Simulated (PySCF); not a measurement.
A calculated (BP86, PySCF 2.14, Sapporo-DKH3-DZP-2012, the spin-free X2C one-electron Hamiltonian (Gaussian nucleus)) atom or ion has these occupied shells.

| shell | electrons | orbital energy (eV) | rms radius, mean of both spins (bohr) |
| --- | --- | --- | --- |
| 1s | 2 | -15920.9 | 0.0450 |
| 2s | 2 | -2157.3 | 0.187 |
| 2p | 6 | -1917.8 | 0.166 |
| 3s | 2 | -333.77 | 0.527 |
| 3p | 6 | -256.38 | 0.538 |
| 3d | 10 | -128.42 | 0.550 |
| 4s | 2 | -40.963 | 1.45 |
| 4p | 6 | -22.914 | 1.69 |
| 5s | 2 | -3.652 | 4.59 |

Problem. Name the element and its charge.

Solution. Sr (strontium, neutral), in [Kr] 5s2, closed-shell 1S.
